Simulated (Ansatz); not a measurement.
The cluster Cd9Te8⁺, relaxed as a doublet with UKS PBE-D4/def2-SVP in Ansatz, starting from the GFN1-xTB geometry. Force threshold 0.03 eV/Å.

In the def2 sets Cd, Te take a core potential; there is no spin–orbit coupling. Single mean-field runs in def2-SVP are fitted with def2-universal-jkfit. The structure comes from a short search, and lower isomers may exist.

Start:

```xyz
17

Cd   -1.7449   -0.5513    2.3118
Cd    5.1663    0.2422    1.5633
Cd   -3.8375    1.5529   -2.7654
Cd    1.1201   -2.7019    2.5082
Cd    0.4113    2.6389    1.0437
Cd    0.5951    1.7001   -2.9792
Cd   -1.9833    3.9617    1.9393
Cd    2.6292   -0.1024    0.3587
Cd   -0.3708   -2.8779   -0.5595
Te    2.3799   -2.8750   -0.0355
Te   -1.0733    0.7060   -0.6888
Te    0.9786    0.2423    2.7478
Te    0.0041   -0.5893   -4.3700
Te   -3.4055    0.9796    0.6291
Te   -1.8284   -1.3132   -2.5399
Te   -1.5675   -3.3285    1.9456
Te    2.5267    2.3156   -1.1092
```

```json
{"step": "1", "energy (eV)": "-99434.7985", "largest force component (eV/Å)": "0.934", "SCF passes": "30"}
{"step": "2", "energy (eV)": "-99435.3344", "largest force component (eV/Å)": "0.509", "SCF passes": "40"}
{"step": "3", "energy (eV)": "-99435.6407", "largest force component (eV/Å)": "0.285", "SCF passes": "36"}
{"step": "4", "energy (eV)": "-99435.7962", "largest force component (eV/Å)": "0.203", "SCF passes": "35"}
{"step": "5", "energy (eV)": "-99435.9116", "largest force component (eV/Å)": "0.254", "SCF passes": "34"}
{"step": "6", "energy (eV)": "-99436.0343", "largest force component (eV/Å)": "0.236", "SCF passes": "36"}
{"step": "7", "energy (eV)": "-99436.1918", "largest force component (eV/Å)": "0.233", "SCF passes": "37"}
{"step": "8", "energy (eV)": "-99436.3381", "largest force component (eV/Å)": "0.333", "SCF passes": "29"}
{"step": "9", "energy (eV)": "-99436.4768", "largest force component (eV/Å)": "0.252", "SCF passes": "28"}
{"step": "10", "energy (eV)": "-99436.6136", "largest force component (eV/Å)": "0.222", "SCF passes": "27"}
{"step": "11", "energy (eV)": "-99436.6968", "largest force component (eV/Å)": "0.467", "SCF passes": "28"}
{"step": "12", "energy (eV)": "-99436.7740", "largest force component (eV/Å)": "0.152", "SCF passes": "23"}
{"step": "13", "energy (eV)": "-99436.8300", "largest force component (eV/Å)": "0.151", "SCF passes": "24"}
{"step": "14", "energy (eV)": "-99436.8754", "largest force component (eV/Å)": "0.176", "SCF passes": "28"}
{"step": "15", "energy (eV)": "-99436.9158", "largest force component (eV/Å)": "0.111", "SCF passes": "23"}
{"step": "16", "energy (eV)": "-99436.9520", "largest force component (eV/Å)": "0.100", "SCF passes": "24"}
{"step": "17", "energy (eV)": "-99436.9849", "largest force component (eV/Å)": "0.152", "SCF passes": "25"}
{"step": "18", "energy (eV)": "-99437.0117", "largest force component (eV/Å)": "0.339", "SCF passes": "28"}
{"step": "19", "energy (eV)": "-99437.0163", "largest force component (eV/Å)": "0.272", "SCF passes": "25"}
{"step": "20", "energy (eV)": "-99437.0262", "largest force component (eV/Å)": "0.122", "SCF passes": "25"}
{"step": "21 (rejected)", "energy (eV)": "-99437.0051", "largest force component (eV/Å)": "0.580", "SCF passes": "23"}
{"step": "22", "energy (eV)": "-99437.0313", "largest force component (eV/Å)": "0.024", "SCF passes": "24"}
{"step": "23", "energy (eV)": "-99437.0314", "largest force component (eV/Å)": "0.042", "SCF passes": "23"}
{"step": "24", "energy (eV)": "-99437.0325", "largest force component (eV/Å)": "0.037", "SCF passes": "23"}
{"step": "25 (rejected)", "energy (eV)": "-99437.0300", "largest force component (eV/Å)": "0.162", "SCF passes": "24"}
{"step": "26", "energy (eV)": "-99437.0334", "largest force component (eV/Å)": "0.027", "SCF passes": "22"}
```

Force components are those of the run's own axes.

End:

```tsv
atom	x (Å)	y (Å)	z (Å)
Cd1	-1.6567	-0.2466	2.3334
Cd2	5.4224	-0.4585	2.1507
Cd3	-4.2440	-0.8173	-2.3747
Cd4	0.8894	-2.1408	1.8016
Cd5	0.5898	2.5312	0.5543
Cd6	1.5699	0.3869	-2.1915
Cd7	-1.5209	3.5362	1.9906
Cd8	2.8878	0.1428	0.7720
Cd9	-0.9312	-1.6999	-0.8027
Te10	2.0804	-2.1450	-0.8548
Te11	-1.7711	1.2153	-0.9225
Te12	1.0774	0.4217	3.0550
Te13	-0.5336	0.4460	-4.0017
Te14	-3.5697	1.4776	1.3401
Te15	-1.5318	-2.0924	-3.5641
Te16	-1.7686	-2.9711	1.6049
Te17	3.0104	2.4139	-0.8906
```

Bonds lost: Cd6–Te11, Te11–Te15 (atoms count from 1). Bonds formed: Cd6–Te10, Cd9–Te11 (atoms count from 1). Metal–metal contacts that move far: Cd6–Cd8 4.30 to 3.25 Å.

The force fell under the threshold at step 22, but the optimiser went on and released 0.002 eV more. No frequencies were taken in this run, so the end may be a saddle point.

Hardware: 2 threads of AMD EPYC 7R13 on a shared host and a share (18 GiB) of an NVIDIA H100 80GB HBM3. Wall time 3.3 min, peak host memory 1.2 GiB.
